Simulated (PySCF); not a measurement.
Write Cartesian coordinates for `C#[C][GeH2][SiH2]F` as optimised with PBE0-D3(BJ)/def2-SVP.

```
atom  x, y, z in Å
C1     2.5566    1.0047   -0.1207
C2     1.6696    0.1727   -0.0885
Ge3    0.2107   -1.0496   -0.0500
Si4   -1.7365    0.3071   -0.2387
F5    -3.0603   -0.6464   -0.2328
H6     3.3496    1.7310   -0.1493
H7     0.2571   -1.8299    1.2734
H8     0.3563   -2.0257   -1.2286
H9    -1.8324    1.2432    0.9175
H10   -1.7165    1.0719   -1.5179
```

Any rigid rotation of these coordinates is as good. Atoms count from 1 in this order. The 5 heavy atoms lie in one plane (0.005 Å rms). Ge3 (germanium bonded to C, Si and 2 H) is distorted tetrahedral (angles from 105.0° to 112.5°). Si4 (fluorine-bound silicon) is tetrahedral (angles from 108.2° to 110.5°).

Bonds between heavy atoms (Å): C1≡C2 1.217, C2–Ge3 1.904, Ge3–Si4 2.381, Si4–F5 1.631.

Computed, not measured: PySCF, PBE0-D3(BJ)/def2-SVP geometry optimisation, gas phase.

Point group: Cs (every atom within 0.08 Å of its image). Not checked by PBE0-D3(BJ)/def2-SVP frequencies. The numbers are those of one conformer (C2–Ge3–Si4–F5 179°).
